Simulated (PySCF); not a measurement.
## Working out the ionisation energy of Br⁺

Br⁺ [Ar] 3d10 4s2 4p4 (3P) → Br²⁺ [Ar] 3d10 4s2 4p3 (4S). Calculation: PySCF 2.14, in aug-cc-pwCVTZ-PP with ECP10MDF; scalar relativity through the core potential. Frozen: nothing. Energies in hartree (1 hartree = 27.21139 eV):

```csv
part,Br⁺ (lower),Br²⁺ (upper)
UHF,-415.098349,-414.354770
MP2 opposite-spin,-0.609486,-0.583959
MP2 same-spin,-0.288699,-0.283307
```

Question: What does Hartree-Fock give?

Answer: (-414.354770) − (-415.098349) = 0.743579 hartree = 20.234 eV.

Question: What do MP2 and SCS-MP2 (6/5 opposite-spin, 1/3 same-spin) give?

Answer: The opposite-spin parts differ by 0.695 eV and the same-spin parts by 0.147 eV. MP2: 20.234 + (0.695) + (0.147) = 21.076 eV. SCS-MP2: 20.234 + 1.2 × (0.695) + (0.147)/3 = 21.117 eV.

Measured between the centres of the two terms (NIST): 21.409 eV, so MP2 (valence and next inner shell) is off by -0.333 eV.

What remains against the reference includes basis incompleteness and correlation beyond second order.
